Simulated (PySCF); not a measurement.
BH4O3, SMILES OB(O)[OH2+], charge +1. The structure is a stationary point at PBE0-D3(BJ)/def2-SVP. The isomer is the one that the SMILES or the coordinates give; other isomers of the formula were not compared. The values are those of a single conformer.

Q: Give the equilibrium geometry at PBE0-D3(BJ)/def2-SVP (PySCF confirms it by a frequency run) as Cartesian coordinates in Å. (The exact figures need the calculation; the answer reports its results.)

A: One answer among several that fit: 
```xyz
8

O      0.9433    -0.9735    -0.1976
B      0.1614     0.0726    -0.0183
O      0.4181     1.3608    -0.0013
O     -1.2430    -0.4275     0.1908
H      1.8904    -0.8145    -0.3080
H     -0.1950     2.0700     0.2136
H     -1.3883    -1.3911     0.1239
H     -2.0608     0.0941     0.1273
```
Charge +1, spin multiplicity 1.
